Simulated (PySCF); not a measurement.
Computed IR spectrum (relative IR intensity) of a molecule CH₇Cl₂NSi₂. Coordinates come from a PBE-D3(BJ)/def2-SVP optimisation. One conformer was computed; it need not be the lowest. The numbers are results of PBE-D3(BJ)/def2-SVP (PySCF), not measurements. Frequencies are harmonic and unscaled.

ν (cm⁻¹): 240 (w), 321 (w), 405 (vw), 437 (m), 484 (w), 502 (vs), 530 (m), 660 (m), 687 (s), 754 (s), 800 (m), 834 (vs), 896 (m), 1064 (w), 1138 (s), 1346 (m), 1400 (vw), 1409 (w), 1443 (vw), 2160 (m), 2172 (m), 2185 (s), 2931 (m), 3011 (w), 3048 (w), 3505 (m) (against the strongest line: vs over 80 %, s over 45 %, m over 15 %, w over 4 %, vw less)

Task: Pick the molecule that these values belong to.
A. CN[Si@H](Cl)[SiH2]Cl
B. C[Si](Cl)(Cl)[SiH2]N
C. N[Si](Cl)(Cl)C[SiH3]
D. N[SiH2]C[SiH](Cl)Cl

Result: A, CN[Si@H](Cl)[SiH2]Cl
